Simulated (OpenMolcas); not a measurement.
**Pt2+ in KCdF3: curves along the breathing mode**

Pt2+ with its 6 nearest fluoride ions, on the Cd site of idealised cubic KCdF3 (a = 4.302 Å, distance in the model lattice 2.151 Å). The rest of the host is ab initio model potentials to 7.6 Å, with orthogonalisation functions on the cations behind the ligands, and point charges beyond; the distance is set by hand and nothing relaxes. Ligand basis ANO-RCC-VDZP.

```yaml
Program: OpenMolcas
Method: "SS-CASPT2, IPEA 0.25 Eh, imaginary shift 0.1 Eh (closed shells correlated: 5s 5p and the ligand valence shells)"
Basis: ANO-RCC-VDZP [7s6p4d2f]
Scalar_Hamiltonian: DKH2, point nucleus
Active_space: 8 electrons in 5 orbitals (5d)
State_averaging: 2S+1 = 3 even, 10 roots; 2S+1 = 1 even, 15 roots
Spin-orbit_coupling: state interaction with AMFI integrals over the reference wave functions
```

Spin-free energies (labels of O, the rotations of Oh) in cm-1 above the lowest fitted minimum, as all ligands move together:

```tsv
R (Å)	3A2	1E	1A1	3T2	3T1	1T2	1T1
1.984	9880	18840	28100	37060	43890	46260	49530
2.031	3290	12330	21540	27740	34510	37040	40330
2.078	310	9340	18510	22340	29040	31660	35090
2.124	510	9530	18630	20440	27070	29750	33290
2.171	3660	12670	21660	21700	28210	31080	34640
2.218	9620	18670	27480	26040	32400	35400	39050
2.265	18330	27340	36020	33170	39510	42640	46410
```

Cubic fits give the following; the wavenumber is harmonic, with the mass of all moving ligands, small differences in it between states hang on the degree of the fit, a number in brackets counts states of one label, and the table is a selection of at most 14 states with clean curves.

| State | R0 (Å) | Breathing mode (cm-1) | Minimum (cm-1) |
| --- | --- | --- | --- |
| 3A2 | 2.098 | 651 | 0 |
| 1E | 2.098 | 649 | 9030 |
| 1A1 | 2.099 | 646 | 18170 |
| 3T2 | 2.128 | 662 | 20400 |
| 3T1 | 2.130 | 660 | 26990 |
| 1T2 | 2.128 | 662 | 29730 |
| 1T1 | 2.127 | 663 | 33240 |
| 3T1(2) | 2.154 | 673 | 42260 |
| 1E(2) | 2.153 | 673 | 51160 |
| 1T2(2) | 2.153 | 673 | 51350 |
| 1A1(2) | 2.151 | 673 | 66460 |

The minimum of 3T2 is shifted by +0.0299 Å against 3A2 (from the unrounded fits). With M = 114.0 u for the moving shell, the Huang-Rhys factor in this mode is S = M ω ΔR² / 2ħ = 0.01483 × 114.0 × 651 × 0.0299² = 0.98. Only the first shell moves, against a rigid host.

Roots that are degenerate in the reference are averaged as groups; the widest CASPT2 spread within a group is 140 cm-1 (the 3-fold group of multiplicity 3 near 35700 cm-1 above the lowest state of its run, R = 2.218). Shifts and gaps below about the spread of the groups concerned are not significant. Over all roots computed the reference weight is 0.72 to 0.73 in R = 1.984, 0.72 to 0.73 in R = 2.031, 0.72 to 0.73 in R = 2.078, 0.72 to 0.73 in R = 2.124, 0.72 to 0.73 in R = 2.171, 0.72 to 0.73 in R = 2.218, 0.72 to 0.73 in R = 2.265; a low but even weight reflects the number of correlated electrons. Real 4d8 and 5d8 ions are as a rule square planar and diamagnetic. Ligand-to-metal charge-transfer states are missing. With no ligand orbital active B as a rule stays too high, so bands that hang on it stand too high and its fall with covalency is understated. With one d shell and no ligand orbital active, 10Dq can be off by a tenth or more. The least metal-like active orbital is 83 % on the metal (Löwdin) and no ligand orbital is active, so the numbers are rough (holds for R = 1.984). The least metal-like active orbital is 84 % on the metal (Löwdin) and no ligand orbital is active, so the numbers are rough (holds for R = 2.031). No measured value stands beside these numbers.
